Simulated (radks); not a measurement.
Question: These are the eigenvalues of the occupied orbitals of an atom or ion with whole-number occupations (eV). All-electron calculation, scalar-relativistic Kohn-Sham, LDA (Slater exchange, Perdew-Wang correlation), spin-unpolarised, spherical densities, point nucleus. Program: a radial shooting solver on a logarithmic mesh with Libxc functionals.

| orbital | eigenvalue |
|---|---|
| 1s | -41781.10 |
| 2s | -6727.500 |
| 2p | -6023.076 |
| 3s | -1455.432 |
| 3p | -1232.311 |
| 3d | -918.2917 |
| 4s | -293.5339 |
| 4p | -220.5883 |
| 4d | -116.2597 |
| 5s | -45.0740 |
| 5p | -27.4567 |
| 6s | -8.3292 |
| 4f | -7.2948 |

Which element is it, and in what charge state? The configuration may be excited.

Answer: Z = 59, praseodymium, charge +1: Pr+ in [Xe] 4f3 6s1. The list shows which subshells hold electrons but not how many an open one holds; the 1s level, -1535.4 hartree, gives Z - s = 55.4 by -(Z - s)^2/2, which with screening and relativity narrows Z to a few neighbours, and the depths of the outer levels then fix element, charge and occupations together.
